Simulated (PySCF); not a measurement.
C₃H₇BN₂, SMILES C=C1CNB1N. Atoms are numbered in the order given.

```xyz
13

C      1.2817    -1.7194     0.0000
C      0.3248    -0.7784     0.0000
C     -1.2081    -0.9075     0.0000
N     -1.3301     0.5593     0.0000
B      0.0859     0.7925     0.0000
N      0.8792     1.9599     0.0000
H      2.3514    -1.4500     0.0000
H      1.0481    -2.7993     0.0000
H     -1.6281    -1.4106    -0.9040
H     -1.6281    -1.4106     0.9040
H     -2.2056     1.0793     0.0000
H      1.8958     1.9197     0.0000
H      0.5024     2.9060     0.0000
```
Charge 0, spin multiplicity 1.

Geometry optimised at PBE-D3(BJ)/def2-SVP. This is a generated structure with no PubChem entry under its InChIKey; it may be hypothetical. The values are those of a single conformer.

All values below come from PySCF with HF/def2-TZVP.

ESP charges are fitted to the potential on shells at 1.4 to 2.0 van der Waals radii. Atomic charges (e):

| atom | ESP fit | IAO | Löwdin |
|---|---|---|---|
| C1 | -0.65 | -0.29 | -0.18 |
| C2 | ? | -0.13 | -0.10 |
| C3 | 0.03 | -0.07 | -0.17 |
| N4 | -0.73 | -0.52 | 0.13 |
| B5 | ? | 0.39 | -0.68 |
| N6 | -1.27 | -0.65 | 0.00 |
| H7 | ? | 0.13 | 0.12 |
| H8 | ? | 0.13 | 0.12 |
| H9 | ? | 0.10 | 0.11 |
| H10 | ? | 0.10 | 0.11 |
| H11 | ? | 0.25 | 0.17 |
| H12 | 0.46 | 0.27 | 0.18 |
| H13 | 0.47 | 0.27 | 0.18 |

Question: Some entries are withheld; supply them. (An estimate is asked for; the answer gives what the named calculation found.)

Answer: 
- C2, ESP fit: 0.02
- B5, ESP fit: 0.71
- H7, ESP fit: 0.23
- H8, ESP fit: 0.23
- H9, ESP fit: 0.06
- H10, ESP fit: 0.06
- H11, ESP fit: 0.37

Question: Give the Mayer and Wiberg (Löwdin basis) orders of the bonds. (The exact figures need the calculation; the answer reports its results.)

Answer: 
| bond | Mayer | Wiberg |
|---|---|---|
| C1–C2 | 1.94 | 2.08 |
| C2–C3 | 0.92 | 1.07 |
| C3–N4 | 0.96 | 1.22 |
| C2–B5 | 0.91 | 1.04 |
| N4–B5 | 1.17 | 1.56 |
| B5–N6 | 1.21 | 1.78 |
| C1–H7 | 0.97 | 0.89 |
| C1–H8 | 0.97 | 0.90 |
| C3–H9 | 0.97 | 0.89 |
| C3–H10 | 0.97 | 0.89 |
| N4–H11 | 0.92 | 0.90 |
| N6–H12 | 0.91 | 0.90 |
| N6–H13 | 0.91 | 0.91 |
